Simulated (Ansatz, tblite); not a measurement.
Forces on the cluster SnTe2⁻ at its PBE-D4/def2-SVPD geometry. Charge -1, multiplicity 2.

In the def2 sets Sn, Te take a core potential; there is no spin–orbit coupling. The xTB rows come from tblite. The structure comes from a short search, and lower isomers may exist.

GFN1-xTB (tblite), largest force 0.50 eV/Å:

```xyz
3
positions Å, forces eV/Å
Sn    0.530    0.457    0.335   -0.151   -0.130   -0.095
Te    0.912   -0.043   -2.282   -0.163    0.027    0.476
Te   -1.442   -0.414    1.947    0.314    0.103   -0.381
```

GFN2-xTB (tblite), largest force 0.66 eV/Å:

```
Sn 0.071 0.061 0.045
Te -0.355 -0.081 0.552
Te 0.284 0.020 -0.596
```

BHLYP-D4/def2-TZVPD (Ansatz), largest force 0.57 eV/Å:

```
Sn -0.332 -0.286 -0.210
Te -0.086 0.103 0.558
Te 0.418 0.183 -0.348
```
